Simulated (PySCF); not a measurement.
A side-by-side comparison of computed properties.

First species: C₆H₈O₂Si.
SMILES with atom numbers: `[CH2:1]=[CH:2][C@H:3]1[CH2:4][C:5](=[O:6])[SiH2:7][C:8]1=[O:9]` (hydrogens: H10, H11 on C1; H12 on C2; H13 on C3; H14, H15 on C4; H16, H17 on Si7)

Second species: C₄H₈F₃N.
SMILES: `CN[C@@H](C)C(F)(F)F`

Levels: PBE0/pcSseg-1 for HOMO energy, LUMO energy and HOMO–LUMO gap. Geometries: GFN2-xTB. Each species is one conformer at its optimised geometry, gas phase, non-relativistic unless stated. Electronic properties by PySCF.

The conformers computed, where there is a choice (atom-mapped SMILES and torsion angles):
- `[CH3:1][NH:2][C@@H:3]([CH3:4])[C:5]([F:6])([F:7])[F:8]`: C1–N2–C3–C4 152°, N2–C3–C5–F6 -179°

The conformers of `C=C[C@H]1CC(=O)[SiH2]C1=O` aren't listed.

Values for the first species:

* HOMO energy: -6.58 eV
* LUMO energy: -2.01 eV
* HOMO–LUMO gap: 4.57 eV

Estimate the same properties for the second species, and the change in each.

```csv
property,first,second,second less first
HOMO energy,-6.58 eV,-6.94 eV,-0.36 eV
LUMO energy,-2.01 eV,1.25 eV,+3.26 eV
HOMO–LUMO gap,4.57 eV,8.19 eV,+3.62 eV
```

